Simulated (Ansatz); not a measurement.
C5H9O2 (SMILES [CH2]C(C)OC(C)=O), doublet, geometry from GFN2-xTB; PBE/STO-3G in Ansatz (a program for electronic structure).

Ansatz was given this input:
Ansatz 0.2 input:
```yaml
crystal:
  periodic: [false, false, false]
  atoms:
    - {symbol: C, position_ang: [-1.93226118, -0.87877838, -1.08309144]}
    - {symbol: C, position_ang: [-1.16615806, -0.14511909, -0.07081910]}
    - {symbol: C, position_ang: [-1.75632854, 1.22564485, 0.26526519]}
    - {symbol: O, position_ang: [0.19073755, 0.01307569, -0.54660046]}
    - {symbol: C, position_ang: [1.17683098, -0.11673203, 0.33964215]}
    - {symbol: C, position_ang: [2.51978152, 0.05901122, -0.32114520]}
    - {symbol: O, position_ang: [1.00976696, -0.36191531, 1.50618197]}
    - {symbol: H, position_ang: [-1.44871035, -1.62616847, -1.67889592]}
    - {symbol: H, position_ang: [-2.96093549, -0.64248765, -1.26083837]}
    - {symbol: H, position_ang: [-1.08549622, -0.72327435, 0.87341570]}
    - {symbol: H, position_ang: [-1.76997595, 1.85092644, -0.62406514]}
    - {symbol: H, position_ang: [-2.77012522, 1.10472935, 0.63505391]}
    - {symbol: H, position_ang: [-1.15615889, 1.71025297, 1.03154598]}
    - {symbol: H, position_ang: [2.90572232, -0.92450228, -0.58295465]}
    - {symbol: H, position_ang: [2.41993657, 0.65210946, -1.22451736]}
    - {symbol: H, position_ang: [3.21051858, 0.52497187, 0.37549431]}
basis:
  gaussian:
    orbitals: STO-3G
hamiltonian:
  xc: pbe
magnetization: {spin_polarized: true, initial_magnetization: 1}
```

Problem. Write the output that Ansatz gives for this input, abridged.

Solution. 
```
Functional definition: PBE
630 factors; integrals over basis functions are off by at most 4.4e-5 eV
mean field evaluation 1: about -9289.0162 eV, gradient 2.1e1 eV
mean field evaluation 2: about -9265.6617 eV, gradient 7.1e1 eV
mean field evaluation 4: about -9291.4791 eV, gradient 3.9e0 eV
mean field evaluation 8: about -9291.3774 eV, gradient 8.5e-2 eV
mean field evaluation 16: about -9291.3775 eV, gradient 1.5e-5 eV
mean field -9291.37748934 eV, -341.4518248114 hartree, gradient 1.6e-5 eV, S^2 0.753393; 0 other end points of the search recorded, 0 dependent functions left out
reference -9291.37751861 eV, -341.4518258872 hartree; 28, 27 occupied and 16, 17 virtual orbitals, 630 factors
Total energy: -9291.37751861 eV, -341.4518258872 hartree
```
